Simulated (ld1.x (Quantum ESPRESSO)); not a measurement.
**palladium, RRKJ: configuration errors across variants**

```
Element                 : palladium
Generator               : ld1.x (Quantum ESPRESSO) 7.5
Type                    : norm-conserving RRKJ (Kleinman–Bylander form)
Functional              : PBE
Relativity              : scalar-relativistic
Frozen core             : [Ar] 3d10
Valence charge          : 18
Reference configuration : 4s2 4p6 4d9 5s0 5p0 (charge +1)
Partial waves           : 4s (bound): rc 0.90 bohr; 4d (bound): rc 1.90 bohr; 4p (bound): rc 1.10 bohr
Local potential         : the p channel
Core correction         : a·sin(br)/r model core inside 0.85 bohr
rho0                    : 0.001
```

All-electron excitation energies from the reference (eV): (1) 4s2 4p6 4d10 5s0 5p0 -9.115; (2) 4s2 4p6 4d8 5s0 5p0 20.818; (3) 4s2 4p6 4d7 5s0 5p0 55.178; (4) 4s2 4p6 4d8 5s1 5p0 4.525; (5) 4s2 4p5 4d10 5s0 5p0 48.050; (6) 4s2 4p6 4d9 5s1 5p0 -7.614; (7) 4s2 4p6 4d9 5s0 5p1 -3.877.

Tests that are not counted but printed errors over 1 eV. “wave 4p (bound): rc 1.10 bohr becomes 4p (bound): rc 1.64 bohr”: 4s2 4p6 4d8 5s1 5p0 (solver errors, printed error -3.8 eV); 4s2 4p6 4d9 5s1 5p0 (solver errors, printed error -3.3 eV).

A true bound ghost makes a file unfit for plane-wave use even where its test errors are small: the radial tests pick states by their node count and pass the ghost by. Where a test does run into it, the solver fails or the error is huge.

Errors AE − PS in meV (a dash: test not solved or not reliable):

| change | (1) | (2) | (3) | (4) | (5) | (6) | (7) | bound ghosts |
| --- | --- | --- | --- | --- | --- | --- | --- | --- |
| base | -2.2 | -0.6 | +15 | +43 | -107 | +24 | +13 | none |
| wave 4p (bound): rc 1.10 bohr becomes 4p (bound): rc 0.78 bohr | -2.1 | -0.4 | +16 | +98 | -111 | +58 | +26 | s |
| wave 4p (bound): rc 1.10 bohr becomes 4p (bound): rc 0.96 bohr | -2.2 | -0.7 | +15 | +36 | -106 | +19 | +11 | none |
| wave 4p (bound): rc 1.10 bohr becomes 4p (bound): rc 1.06 bohr | -2.2 | -0.7 | +15 | +36 | -106 | +19 | +12 | none |
| wave 4p (bound): rc 1.10 bohr becomes 4p (bound): rc 1.22 bohr | -2.0 | -0.2 | +17 | +77 | -112 | +45 | +21 | none |
| wave 4p (bound): rc 1.10 bohr becomes 4p (bound): rc 1.64 bohr | +0.7 | +5.7 | +46 | – | -146 | – | +89 | s |

Q: Give the same row for: wave 4p (bound): rc 1.10 bohr becomes 4p (bound): rc 1.48 bohr.

A: -0.7, +2.9, +33, –, -133, –, +60; bound ghosts: s. Not counted: 4s2 4p6 4d8 5s1 5p0 (solver errors, printed error -3.8 eV); 4s2 4p6 4d9 5s1 5p0 (solver errors, printed error -3.3 eV).
